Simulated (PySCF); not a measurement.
**[PbI]+ at several levels of theory**

Computed with PySCF 2.14.0 (density fitting, no spin-orbit coupling) at the geometry relaxed with PBE0:

```xyz
2
[PbI]+ (singlet)
Pb    0.0000    0.0000   -0.9937
I     0.0000    0.0000    1.7029
```

```json
{"level": "PBE0", "basis": "Pb def2-SVP with ECP60, I def2-SVP with ECP28", "state": "singlet", "HOMO (eV)": "-13.02", "gap (eV)": "4.45", "charge on Pb1 (e)": "0.94", "dipole about the centre of mass (D)": "3.78", "largest force component (eV/Å)": "0.00"}
{"level": "PBE", "basis": "the same", "state": "singlet", "HOMO (eV)": "-12.06", "gap (eV)": "2.85", "charge on Pb1 (e)": "0.89", "dipole about the centre of mass (D)": "3.22", "largest force component (eV/Å)": "0.32"}
{"level": "B3LYP", "basis": "the same", "state": "singlet", "HOMO (eV)": "-12.80", "gap (eV)": "4.01", "charge on Pb1 (e)": "0.92", "dipole about the centre of mass (D)": "3.51", "largest force component (eV/Å)": "0.32"}
{"level": "BP86", "basis": "the same", "state": "singlet", "HOMO (eV)": "-12.18", "gap (eV)": "2.84", "charge on Pb1 (e)": "0.89", "dipole about the centre of mass (D)": "3.23", "largest force component (eV/Å)": "0.34"}
{"level": "PBE0", "basis": "Pb def2-TZVP with ECP60, I def2-TZVP with ECP28", "state": "singlet", "HOMO (eV)": "-12.97", "gap (eV)": "4.46", "charge on Pb1 (e)": "1.00", "dipole about the centre of mass (D)": "3.55", "largest force component (eV/Å)": "0.30"}
{"level": "PBE0", "basis": "Pb x2c-SVPall, I x2c-SVPall", "state": "singlet", "HOMO (eV)": "-13.00", "gap (eV)": "4.43", "charge on Pb1 (e)": "0.99", "dipole about the centre of mass (D)": "3.66", "largest force component (eV/Å)": "0.18"}
```

Charges are Mulliken's, which hang on the basis. The relaxation used the grid (50, 194), these runs (75, 302) or, all-electron (x2c bases, spin-free X2C Hamiltonian), (99, 590).

Task: What does wB97X with Pb def2-SVP with ECP60, I def2-SVP with ECP28 give here?

Result: state singlet, HOMO (eV) -15.04, gap (eV) 8.31, charge on Pb1 (e) 0.97, dipole about the centre of mass (D) 4.13, largest force component (eV/Å) 0.18. Time: 1.1 s on 2 threads of AMD EPYC 9R45 96-Core Processor (Zen 5), with other jobs on the host, from an already converged density.

In the first row's basis the gap widens with exact exchange: 2.8 to 2.9 eV for BP86, PBE (none); 4.0 to 4.5 eV for B3LYP, PBE0 (a fixed share); 8.3 eV for wB97X (rising or full at long range).
